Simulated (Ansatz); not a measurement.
Computed with Ansatz (an electronic-structure program) with frozen-core CCSD(T)/cc-pVTZ // PBE0-D4/def2-TZVP.

Ansatz 0.2 input:
```yaml
crystal:
  periodic: [false, false, false]
  atoms:
    - { symbol: O, position_ang: [2.020096, -0.32558, -0.03641] }
    - { symbol: C, position_ang: [0.839038, -0.135228, -0.015123] }
    - { symbol: C, position_ang: [-0.506476, -0.594005, 0.063059] }
    - { symbol: C, position_ang: [-0.296167, 0.723367, -0.048593] }
    - { symbol: H, position_ang: [-1.271153, -1.355851, 0.147487] }
    - { symbol: H, position_ang: [-0.785336, 1.687296, -0.11042] }
basis:
  gaussian: { orbitals: cc-pVTZ }
correlation:
  method: ccsd_t
```

Output:

```
Functional definition: HF
861 factors; integrals over basis functions are off by at most 1.2e-3 eV
mean field evaluation 1: about -5156.5547 eV, gradient 3.6e1 eV
mean field evaluation 2: about -5156.5597 eV, gradient 3.6e1 eV
mean field evaluation 4: about -5159.2975 eV, gradient 4.4e0 eV
mean field evaluation 8: about -5159.3552 eV, gradient 1.5e-1 eV
mean field evaluation 16: about -5159.3452 eV, gradient 1.1e0 eV
mean field -5159.35539171 eV, -189.6028135087 hartree, gradient 9.1e-6 eV, S^2 0.000000; 0 other end points of the search recorded, 0 dependent functions left out
4 core orbitals not correlated
reference -5159.35539171 eV, -189.6028135087 hartree; 10, 10 occupied and 134, 134 virtual orbitals, 861 factors
second order -18.50132915 eV of doubles, -0.00000000 eV of singles
cycle   1  -18.11499861 eV  change    3.9e-1 eV  update   1.1e-1
cycle   2  -18.61953709 eV  change   -5.0e-1 eV  update   3.7e-2
cycle   3  -18.75190898 eV  change   -1.3e-1 eV  update   1.9e-2
cycle   4  -18.73814888 eV  change    1.4e-2 eV  update   5.2e-3
cycle   5  -18.73743526 eV  change    7.1e-4 eV  update   2.4e-3
cycle   6  -18.73887496 eV  change   -1.4e-3 eV  update   7.8e-4
cycle   7  -18.73871711 eV  change    1.6e-4 eV  update   3.1e-4
cycle   8  -18.73861851 eV  change    9.9e-5 eV  update   1.1e-4
cycle   9  -18.73864955 eV  change   -3.1e-5 eV  update   4.0e-5
cycle  10  -18.73866605 eV  change   -1.7e-5 eV  update   1.4e-5
perturbative correction -0.95115617 eV, -0.0349543446 hartree
Total energy: -5179.04521393 eV, -190.3264011292 hartree
```

Cost: around 11 core-seconds (rough).
